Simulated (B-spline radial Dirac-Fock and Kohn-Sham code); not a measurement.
**Two-hole binding energies of Tb³⁺**

System: terbium as Tb³⁺, configuration [Xe] 4f7 6p1 (an excited configuration).

Calculated with a radial finite-basis atomic code, using Dirac-Fock energy differences between relaxed states, corrected for Breit and QED terms. U is the two-hole binding energy less the two single-hole energies, the effective repulsion of the holes after relaxation. Each two-hole energy is an average over J within one jj subconfiguration.

```
          holes  E(a) (eV)  E(b) (eV)  E(ab) (eV)  U (eV)
           1s⁻²    52045.5    52045.5    105239.3  1148.4
   1s⁻¹ 2p3/2⁻¹    52045.5     7567.4     59901.9   289.1
   1s⁻¹ 3p3/2⁻¹    52045.5     1668.0     53803.7    90.2
           2s⁻²     8766.6     8766.6     17719.4   186.2
        2p1/2⁻²     8305.1     8305.1     16847.0   236.7
2p1/2⁻¹ 2p3/2⁻¹     8305.1     7567.4     16078.7   206.2
        2p3/2⁻²     7567.4     7567.4           ?       ?
   2s⁻¹ 3p3/2⁻¹     8766.6     1668.0     10509.8    75.1
2p1/2⁻¹ 3d5/2⁻¹     8305.1     1295.8      9685.4    84.5
2p3/2⁻¹ 3d5/2⁻¹     7567.4     1295.8      8944.5    81.3
3d3/2⁻¹ 3d5/2⁻¹     1328.6     1295.8      2689.1    64.7
4d3/2⁻¹ 4d5/2⁻¹      211.6      205.4       442.5    25.5
        5p1/2⁻²      69.52      69.52       154.5    15.4
5p1/2⁻¹ 5p3/2⁻¹      69.52      64.18       147.8    14.1
```

Question: Give the missing two-hole energy and U.

Answer: E(ab) = 15336.3 eV and U = 201.6 eV.
